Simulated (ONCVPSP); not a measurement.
Configuration tests for cadmium (ONCV)

```json
{"Element": "cadmium", "Generator": "ONCVPSP 4.0.1", "Type": "optimised norm-conserving Vanderbilt (ONCV)", "Functional": "LDA (Perdew-Wang 92)", "Relativity": "fully relativistic", "Frozen core": "[Ar] 3d10", "Valence charge": "20", "Reference configuration": "4s2 4p6 4d10 5s2", "Partial waves": "4s+5s: rc 1.15 bohr, ncon 5, nbas 8, qcut 8.5 1/bohr, 2 projectors; 4p: rc 1.00 bohr, ncon 5, nbas 8, qcut 8.3 1/bohr, 2 projectors, debl 1 Ha; 4d: rc 1.65 bohr, ncon 3, nbas 7, qcut 9.5 1/bohr, 2 projectors, debl 0.8 Ha", "Local potential": "polynomial inside 0.70 bohr (lpopt 1, dvloc0 1 Ha)", "Core correction": "Teter function, fcfact 1.5, rcfact 1.4"}
```

Open shells are filled in proportion to 2j + 1.

In the p channel the program set the typed energies aside and used -2.393, 0.250 Ha (j = l + 1/2; the other j can differ).

Energies are relative to the spin-unpolarised reference configuration 4s2 4p6 4d10 5s2; without spin polarisation the order of configurations can differ from experiment.

| valence configuration | charge | ΔE all-electron (eV) | error AE − PS (meV) |
| --- | --- | --- | --- |
| 4s2 4p6 4d10 5s1 | +1 | 9.623 | +0.5 |
| 4s2 4p6 4d10 5s0 | +2 | 27.138 | +1.6 |
| 4s2 4p6 4d10 5s1 5p1 | 0 | 4.781 | +0.3 |

Problem. What are ΔE and the potential's error for 4s2 4p6 4d9 5s0?

Solution. ΔE = 65.397 eV all-electron; the error (AE − PS) is +2.4 meV.

Levels in the configuration 4s2 4p6 4d10 5s1 5p1:

```csv
level,all-electron (eV),pseudo (eV)
4s j=1/2,-107.713,-107.717
4p j=3/2,-67.068,-67.071
4p j=1/2,-72.968,-72.970
4d j=5/2,-13.500,-13.502
4d j=3/2,-14.208,-14.209
5s j=1/2,-7.214,-7.214
5p j=3/2,-2.184,-2.183
5p j=1/2,-2.416,-2.416
```
